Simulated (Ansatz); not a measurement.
Diatomic MgTa, multiplicity 6 (lowest of 2S+1 = 2, 4, 6 at CCSD(T)/def2-TZVPP on PBE0 minima; our sources give no spin for the ground state, which may be another). No spin–orbit coupling.

The constants come from a fifth-degree fit in 1/R (seven points, main isotopes). Runs in def2 and cc sets follow the lowest solution found near the PBE0 minimum.

Run with Ansatz (a program for electronic structure) with Gaussian orbitals.  In def2 rows elements past Kr take small-core potentials, without spin–orbit coupling.

**Question.** What bond length and harmonic frequency does SVWN5/def2-TZVPP give?

**Answer.** r_e = 2.740 Å, ω_e = 236 cm⁻¹.

**Question.** What bond length and harmonic frequency does PBE0/def2-TZVPP give?

**Answer.** r_e = 2.814 Å, ω_e = 211 cm⁻¹.

**Question.** What bond length and harmonic frequency does wB97M-V/def2-TZVPP give?

**Answer.** r_e = 2.776 Å, ω_e = 214 cm⁻¹.
